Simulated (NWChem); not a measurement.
A series in which one site is exchanged, each optimised at PBE0/def2-SVP with NWChem, gas phase unless a solvent is named. For some, no frequency run checked for a minimum. def2 effective core potentials on Cd, I; no spin-orbit coupling.

A: [CdH][F] (CdHF; site = F)
B: [CdH][Cl] (CdHCl; site = Cl)
C: [Br][CdH] (CdHBr; site = Br)
D: [CdH][I] (CdHI; site = I)

Q: Rank them by vertical ionisation energy, ΔSCF, CAM-B3LYP/def2-SVP (eV), lowest first.

A: D (9.75), C (10.53), B (11.07), A (12.55)
